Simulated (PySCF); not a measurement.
C7H11ClSi.
SMILES with atom numbers: `[CH2:1]=[CH:2][C@@H:3]1[CH:4]=[CH:5][CH2:6][CH2:7][Si@@H:8]1[Cl:9]`

Structure used (GFN2-xTB), in Å, numbered top down from 1:
```xyz
20
C7H11ClSi angstrom
C      2.9933   -1.0320   -0.8742
C      2.1234   -0.5522   -0.0039
C      0.7795   -0.0147   -0.3570
C      0.4339    1.2273    0.4084
C     -0.7698    1.7819    0.3793
C     -1.9167    1.1845   -0.3797
C     -2.1880   -0.2602    0.0724
Si    -0.6102   -1.3154   -0.0673
Cl    -0.2740   -2.3390    1.6424
H      3.9447   -1.4316   -0.5684
H      2.7867   -1.0450   -1.9322
H      2.3538   -0.5570    1.0535
H      0.7612    0.2248   -1.4267
H      1.2267    1.6728    0.9931
H     -0.9602    2.6920    0.9294
H     -1.6849    1.1809   -1.4493
H     -2.8148    1.7877   -0.2371
H     -2.5413   -0.2420    1.1045
H     -2.9973   -0.6768   -0.5268
H     -0.6511   -2.2751   -1.1732
```

NICS is the negative of the GIAO shielding at a point without a nucleus: at the ring centre (0) and 1 Å above and below it (1); zz is the component along the ring normal. Level: GIAO PBE0/pcSseg-1 (PySCF, non-relativistic, gas phase) on the GFN2-xTB geometry, one conformer.

Ring bond lengths (Å), with Mayer bond orders in brackets: C3–C4 1.499 (0.99), C4–C5 1.326 (1.93), C5–C6 1.499 (1.04), C6–C7 1.538 (1.03), C7–Si8 1.903 (0.91), Si8–C3 1.925 (0.82).

Q: Give the NICS values of each ring in ppm.

A: 
```tsv
ring	type	NICS(0)	NICS(1), two faces	NICS(1)zz, two faces	rms pucker (Å)	centre to ring atoms, mean (Å)
C3–C4–C5–C6–C7–Si8	6-membered ring with Si; formal bonds 1 double, 5 single	-1.4	-2.2 / -4.1	1.0 / -1.2	0.28	1.55
```

Q: What do they say, and how far can they be read as aromaticity?

A: 
- C3–C4–C5–C6–C7–Si8: mean NICS(1)zz -0.1 ppm, near zero. C3, C6, C7, Si8 have four or more neighbours, so the value isn't read as a sign of a π ring current.

On one thread, Intel Xeon at 2.50 GHz (x86_64), on a shared host, this took 2.4 min of wall time (grids of density and orbitals included) and 1.1 GiB of memory at its peak. This is the whole shielding run at PBE0/pcSseg-1, SCF included.
